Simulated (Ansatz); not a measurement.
Li4. The state is a singlet with charge 0. Geometry relaxed at PBE/def2-TZVP.

```xyz
4

Li   -2.687   -0.489   -0.394
Li    2.688    0.479    0.398
Li    0.237   -0.276   -1.274
Li   -0.238    0.285    1.270
```

The structure comes from a short search, and lower isomers may exist.

(1) Estimate the harmonic wavenumbers at RKS PBE/def2-TZVP (Ansatz, unscaled). Is this a minimum?

Answers

(1) 94, 166, 173, 217, 303, 341 cm⁻¹. Yes, no mode is imaginary beyond noise. Zero-point energy 7.7 kJ/mol. Run time 4.8 s (4 threads of Arm Neoverse V1 on a shared host).
